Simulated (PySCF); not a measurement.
PySCF job for C4H5NSi, SMILES C1C=C(C#N)[SiH2]1, B3LYP-D3(BJ)/def2-SVP. Geometry: B3LYP-D3(BJ)/def2-SVP. This is a generated structure with no PubChem entry under its InChIKey; it may be hypothetical.

```python
import numpy as np
from pyscf import gto, scf, dft, df
from pyscf.hessian import thermo

mol = gto.M(
    atom='''
    N    -0.15115015   -3.01878801   -0.00000000
    C    -0.00202442   -1.86553752   -0.00000000
    C     0.12381868   -0.45323660   -0.00000000
    C     1.25360450    0.30351128   -0.00000000
    C     0.84410868    1.76599453   -0.00000000
    Si   -0.95375244    1.09748727    0.00000000
    H     2.28698205   -0.06930125   -0.00000000
    H     1.17869162    2.32258697   -0.89145002
    H     1.17869162    2.32258697    0.89145002
    H    -1.77541236    1.34321579   -1.21747119
    H    -1.77541235    1.34321578    1.21747119
    ''',
    basis='def2-SVP',
    charge=0,
    spin=0,
    max_memory=1600,
    verbose=3,
)
mf = dft.RKS(mol, xc='b3lyp').density_fit(auxbasis='def2-universal-jkfit')
mf.disp = 'd3bj'
mf.grids.level = 3
mf.conv_tol = 1e-11
mf.max_cycle = 100
mf.kernel()

# [left out here: the lines that compute and print the analytic Hessian (its translational invariance restored by hand, since the grid's response is missing), thermochemistry and intensities]
```

It prints:

```
converged SCF energy = -499.410792359226

WARN: DFTD3 does not support analytical Hessian, using finite difference


WARN: Mole.unit (angstrom) is changed to Bohr

Mode                                 0                   1                   2
Irrep
Freq [cm^-1]                      159.1188            160.6312            222.8871
Reduced mass [au]                   6.4884              2.9081              2.0992
Force const [Dyne/A]                0.0968              0.0442              0.0614
Char temp [K]                     228.9365            231.1125            320.6849
Normal mode                   x     y     z       x     y     z       x     y     z
       0   N                 0.16 -0.04  0.00   -0.00  0.00  0.12   -0.00  0.00  0.07
       1   C                -0.04 -0.01 -0.00    0.00  0.00 -0.05    0.00 -0.00 -0.08
       2   C                -0.11 -0.01 -0.00    0.00  0.00 -0.11    0.00 -0.00 -0.15
       3   C                -0.07 -0.07 -0.00    0.00  0.00 -0.11    0.00  0.00  0.10
       4   C                 0.04 -0.05  0.00   -0.00  0.00  0.12   -0.00  0.00 -0.03
       5  Si                -0.01  0.08 -0.00    0.00 -0.00 -0.01   -0.00 -0.00  0.01
       6   H                -0.09 -0.14 -0.00    0.00  0.00 -0.19    0.00  0.00  0.39
       7   H                 0.08 -0.07 -0.00    0.05  0.19  0.26   -0.03 -0.12 -0.12
       8   H                 0.08 -0.07  0.00   -0.05 -0.19  0.26    0.03  0.12 -0.12
       9   H                 0.01  0.14  0.00    0.08  0.10 -0.04   -0.21  0.17  0.19
      10   H                 0.01  0.14 -0.00   -0.08 -0.10 -0.04    0.21 -0.17  0.19
Mode                                 3                   4                   5
Irrep
Freq [cm^-1]                      467.4155            475.7674            517.1888
Reduced mass [au]                   7.9364              1.5665              7.4052
Force const [Dyne/A]                1.0216              0.2089              1.1670
[...]
       3   C                 0.05 -0.06 -0.00   -0.01  0.05 -0.00    0.00 -0.00 -0.02
       4   C                -0.16 -0.12  0.00    0.04  0.03  0.00    0.00  0.00  0.15
       5  Si                 0.04  0.02  0.00   -0.03 -0.07 -0.00   -0.00  0.00 -0.05
       6   H                 0.07  0.01  0.00   -0.02  0.02 -0.00   -0.00 -0.00 -0.24
       7   H                -0.29 -0.05  0.00    0.11 -0.01  0.00   -0.35 -0.25 -0.15
       8   H                -0.29 -0.05 -0.00    0.11 -0.01 -0.00    0.35  0.25 -0.15
       9   H                 0.12  0.22 -0.01    0.16  0.58  0.01   -0.23 -0.14  0.08
      10   H                 0.12  0.22  0.01    0.16  0.58 -0.01    0.23  0.14  0.08
Mode                                12                  13                  14
Irrep
Freq [cm^-1]                      886.1978            947.0421            964.6157
Reduced mass [au]                   1.2600              1.6067              1.0952
Force const [Dyne/A]                0.5830              0.8490              0.6004
Char temp [K]                    1275.0413           1362.5827           1387.8672
Normal mode                   x     y     z       x     y     z       x     y     z
       0   N                -0.00 -0.00 -0.01   -0.01 -0.01  0.00   -0.00 -0.01 -0.00
       1   C                -0.00 -0.00  0.04    0.02 -0.01 -0.00    0.00 -0.01 -0.00
       2   C                 0.00 -0.00 -0.08   -0.04  0.02  0.00   -0.01  0.02 -0.00
       3   C                -0.00  0.00  0.10    0.07 -0.11  0.00    0.02 -0.02  0.00
       4   C                 0.00 -0.00 -0.01    0.02  0.12  0.00    0.01  0.04 -0.00
       5  Si                 0.00 -0.00  0.01    0.00 -0.02 -0.00   -0.04  0.01  0.00
       6   H                -0.00  0.00 -0.69   -0.06 -0.48 -0.00   -0.02 -0.14 -0.00
       7   H                 0.32 -0.21 -0.02   -0.26  0.26 -0.01   -0.05  0.07 -0.00
       8   H                -0.32  0.21 -0.02   -0.26  0.26  0.01   -0.05  0.07  0.00
       9   H                 0.03  0.05  0.00   -0.13  0.10  0.11    0.52 -0.14 -0.39
      10   H                -0.03 -0.05  0.00   -0.13  0.10 -0.11    0.52 -0.14  0.39
Mode                                15                  16                  17
Irrep
Freq [cm^-1]                     1096.0666           1125.9462           1176.5609
Reduced mass [au]                   1.3067              3.0676              3.3749
Force const [Dyne/A]                0.9249              2.2913              2.7525
Char temp [K]                    1576.9958           1619.9859           1692.8092
Normal mode                   x     y     z       x     y     z       x     y     z
       0   N                -0.00 -0.00  0.00    0.01  0.06 -0.00    0.01  0.06  0.00
       1   C                 0.00 -0.00 -0.00   -0.01  0.03  0.00   -0.02  0.03 -0.00
       2   C                -0.00  0.00  0.03    0.07 -0.13  0.00    0.08 -0.16 -0.00
       3   C                -0.00  0.00 -0.12   -0.02 -0.10 -0.00   -0.10  0.01  0.00
       4   C                 0.00 -0.00  0.07   -0.10  0.12  0.00    0.12 -0.01 -0.00
       5  Si                -0.00 -0.00  0.01   -0.01  0.01  0.00   -0.02  0.01  0.00
       6   H                -0.00  0.00  0.33   -0.02 -0.11  0.00   -0.08  0.08 -0.00
       7   H                 0.36 -0.43 -0.07    0.34 -0.08  0.04   -0.30  0.14 -0.06
       8   H                -0.36  0.43 -0.07    0.34 -0.08 -0.04   -0.30  0.14  0.06
       9   H                 0.04  0.02 -0.01    0.00  0.01 -0.01    0.01  0.01 -0.02
      10   H                -0.04 -0.02 -0.01    0.00  0.01  0.01    0.01  0.01  0.02
Mode                                18                  19                  20
Irrep
Freq [cm^-1]                     1249.4392           1410.5244           1628.4053
Reduced mass [au]                   1.5003              1.1152              7.5426
Force const [Dyne/A]                1.3799              1.3073             11.7841
Char temp [K]                    1797.6649           2029.4306           2342.9127
Normal mode                   x     y     z       x     y     z       x     y     z
       0   N                -0.00  0.02  0.00   -0.00 -0.00  0.00   -0.00 -0.04 -0.00
       1   C                 0.02  0.00 -0.00    0.00 -0.00 -0.00   -0.00 -0.00 -0.00
       2   C                -0.11 -0.03 -0.00    0.01  0.02 -0.00    0.14  0.15  0.00
       3   C                 0.04 -0.11 -0.00    0.00 -0.02 -0.00   -0.14 -0.13  0.00
       4   C                 0.03  0.05 -0.00    0.02  0.08 -0.00    0.01  0.00  0.00
       5  Si                -0.00 -0.01  0.00   -0.00 -0.00  0.00    0.00 -0.01 -0.00
       6   H                 0.34  0.71  0.00    0.02  0.02 -0.00   -0.05  0.19  0.00
       7   H                -0.02  0.09  0.00   -0.19 -0.49 -0.41   -0.01  0.07  0.04
       8   H                -0.02  0.09 -0.00   -0.19 -0.49  0.41   -0.01  0.07 -0.04
       9   H                 0.02  0.03 -0.01   -0.00  0.00 -0.00    0.01  0.02  0.00
      10   H                 0.02  0.03  0.01   -0.00  0.00  0.00    0.01  0.02 -0.00
Mode                                21                  22                  23
Irrep
Freq [cm^-1]                     2230.3997           2239.6079           2347.3418
Reduced mass [au]                   1.0302              1.0533             12.6406
Force const [Dyne/A]                3.0196              3.1126             41.0367
Char temp [K]                    3209.0485           3222.2971           3377.3022
Normal mode                   x     y     z       x     y     z       x     y     z
       0   N                 0.00  0.00  0.00   -0.00 -0.00 -0.00   -0.02 -0.16  0.00
       1   C                 0.00 -0.00  0.00    0.00  0.00  0.00    0.03  0.22  0.00
       2   C                 0.00  0.00  0.00   -0.00 -0.00  0.00   -0.01 -0.04 -0.00
       3   C                 0.00 -0.00 -0.00   -0.00  0.00 -0.00    0.00 -0.00 -0.00
       4   C                -0.00 -0.00 -0.00    0.00  0.00 -0.00    0.00  0.00 -0.00
       5  Si                 0.03 -0.01  0.00   -0.00  0.00  0.04    0.00 -0.00 -0.00
       6   H                -0.00 -0.00 -0.00    0.00  0.00 -0.00    0.01  0.00 -0.00
       7   H                 0.00 -0.00  0.00    0.00 -0.00  0.00   -0.00  0.00 -0.00
       8   H                 0.00 -0.00 -0.00   -0.00  0.00  0.00   -0.00  0.00  0.00
       9   H                -0.37  0.11 -0.58   -0.38  0.11 -0.56   -0.01  0.00 -0.01
      10   H                -0.37  0.11  0.58    0.38 -0.11 -0.56   -0.01  0.00  0.01
Mode                                24                  25                  26
Irrep
Freq [cm^-1]                     3049.4482           3097.0234           3129.4667
Reduced mass [au]                   1.0596              1.1053              1.0943
Force const [Dyne/A]                5.8055              6.2460              6.3144
Char temp [K]                    4387.4770           4455.9272           4502.6058
Normal mode                   x     y     z       x     y     z       x     y     z
       0   N                -0.00 -0.00 -0.00    0.00 -0.00  0.00   -0.00  0.00 -0.00
       1   C                 0.00  0.00 -0.00    0.00  0.00 -0.00    0.00  0.00 -0.00
       2   C                -0.00 -0.00  0.00   -0.00 -0.00 -0.00   -0.00 -0.00 -0.00
       3   C                -0.00  0.00  0.00   -0.00  0.00 -0.00    0.08 -0.02  0.00
       4   C                 0.03  0.06  0.00    0.00  0.00 -0.09    0.00  0.00 -0.00
       5  Si                -0.00 -0.00 -0.00   -0.00 -0.00 -0.00   -0.00  0.00 -0.00
       6   H                 0.05 -0.01  0.00    0.00 -0.00 -0.00   -0.90  0.32 -0.00
       7   H                -0.20 -0.33  0.56   -0.21 -0.34  0.54   -0.01 -0.02  0.03
       8   H                -0.20 -0.33 -0.56    0.21  0.34  0.54   -0.01 -0.02 -0.03
       9   H                 0.00  0.00  0.00    0.00  0.00  0.00    0.00 -0.00  0.00
      10   H                 0.00  0.00 -0.00   -0.00 -0.00  0.00    0.00 -0.00 -0.00
temperature 298.1500 [K]
pressure 101325.00 [Pa]
Rotational constants [GHz] 6.97201 1.92244 1.54934
Symmetry number 1
Zero-point energy (ZPE) 0.07454 [Eh]   195706.937 [J/mol]
                           tot       elec      trans        rot        vib
Entropy [J/mol/K]       328.197      0.000    165.563    113.552     49.082
Cv [J/mol/K]             96.267      0.000     12.472     12.472     71.323
Cp [J/mol/K]            104.581      0.000     20.786     12.472     71.323
Internal energy [J/mol]                      3718.434   3718.434 204758.864
Internal energy [Eh]   -499.32997  -499.41079
Enthalpy [J/mol]                             6197.391   3718.434 204758.864
Enthalpy [Eh]          -499.32903
Gibbs free energy [J/mol]                  -43165.351 -30137.076 190125.066
Gibbs free energy [Eh] -499.36630
static polarisability / bohr^3: [[68.854  4.983  0.   ]
 [ 4.99  90.051 -0.   ]
 [ 0.    -0.    46.379]]
largest difference of analytic and finite-field dipole derivatives / e: 0.002850262360893696
mode   freq/cm-1   IR/(km/mol)   Raman/(A^4/amu)   depolarisation
   1      159.12         3.211             5.818            0.743
   2      160.63         0.538             0.988            0.750
   3      222.89         0.507             3.170            0.750
   4      467.42         5.693             6.005            0.443
   5      475.77         0.009             2.846            0.750
   6      517.19         8.326             5.191            0.408
   7      551.60         7.497             3.226            0.750
   8      629.22         9.007            12.414            0.093
   9      675.30        38.247            10.481            0.750
  10      700.93         0.125            15.398            0.390
  11      781.22       102.619             8.020            0.546
  12      800.28        39.071             2.432            0.750
  13      886.20         3.886            10.637            0.750
  14      947.04        20.991             6.071            0.692
  15      964.62       132.836            12.029            0.743
  16     1096.07         8.441             2.480            0.750
  17     1125.95         1.747             1.168            0.522
  18     1176.56        25.125            18.783            0.258
  19     1249.44         3.982            12.432            0.572
  20     1410.52         7.020            56.988            0.502
  21     1628.41        14.217            71.344            0.200
  22     2230.40       110.277           219.996            0.110
  23     2239.61       111.911            96.750            0.750
  24     2347.34        31.128           305.436            0.291
  25     3049.45         7.677           243.685            0.172
  26     3097.02         2.525           134.956            0.750
  27     3129.47        13.762           177.360            0.282
max |gradient| / (hartree/bohr): 4.7288748125558856e-05
APT charges: [-0.352   0.1994 -0.3111  0.1004 -0.2747  1.0855  0.0364  0.0139  0.0139
 -0.2558 -0.2558]
```

Self-consistency was reached.
